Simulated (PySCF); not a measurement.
Species: AsBH6N2.
SMILES: `NB(N)[AsH2]`

Jobs on this species (10 atoms, 58 electrons) with PySCF (density fitting). Hardware of each: one thread, Arm Neoverse V2 (aarch64), no GPU (shared host). The host was shared with other jobs, so the times are rough. Peak memory is the resident size of the whole Python process, interpreter and libraries included.

```tsv
level and settings	work	basis functions	SCF cycles	wall time	peak memory
delta-SCF UKS SCAN, pcX-2 on the ionised atom, pcseg-1 elsewhere, spin-free X2C	ΔSCF core ionisation, 2 holes	130	?	?	?
delta-SCF UKS PBE0, pcX-2 on the ionised atom, pcseg-1 elsewhere, spin-free X2C	ΔSCF core ionisation, 2 holes	130	31	10 s	0.50 GiB
delta-SCF UKS SCAN, pcX-1 on the ionised atom, pcseg-1 elsewhere, spin-free X2C	ΔSCF core ionisation, 2 holes	109	35	6.9 s	0.35 GiB
PBE0-D3(BJ)/def2-SVP, grid level 1	geometry optimisation from a GFN2-xTB start shaken at random	104	58	30 s	0.42 GiB
delta-SCF UKS SCAN, def2-TZVP on the ionised atom, pcseg-1 elsewhere, spin-free X2C	ΔSCF core ionisation, 2 holes	116	34	7.8 s	0.37 GiB
delta-SCF UKS HF, pcX-2 on the ionised atom, pcseg-1 elsewhere, spin-free X2C	ΔSCF core ionisation, 2 holes	130	29	5.7 s	0.41 GiB
delta-SCF UKS SCAN, pcX-2 on the ionised atom, pcseg-1 elsewhere, non-relativistic	ΔSCF core ionisation, 2 holes	130	36	8.5 s	0.40 GiB
delta-SCF UKS B3LYP, pcX-2 on the ionised atom, pcseg-1 elsewhere, spin-free X2C	ΔSCF core ionisation, 2 holes	130	31	10 s	0.50 GiB
delta-SCF UKS PBE, pcX-2 on the ionised atom, pcseg-1 elsewhere, spin-free X2C	ΔSCF core ionisation, 2 holes	130	34	5.5 s	0.41 GiB
```

Question: Fill in the missing figures.

Answer: 
- delta-SCF UKS SCAN, pcX-2 on the ionised atom, pcseg-1 elsewhere, spin-free X2C; ΔSCF core ionisation, 2 holes: 8.7 s, 0.41 GiB, 36 SCF cycles

Question: What do all jobs in the table cost together?

Answer: About 93 s; the longest takes about 32 % of that, and about 5.5 times as long as the shortest.
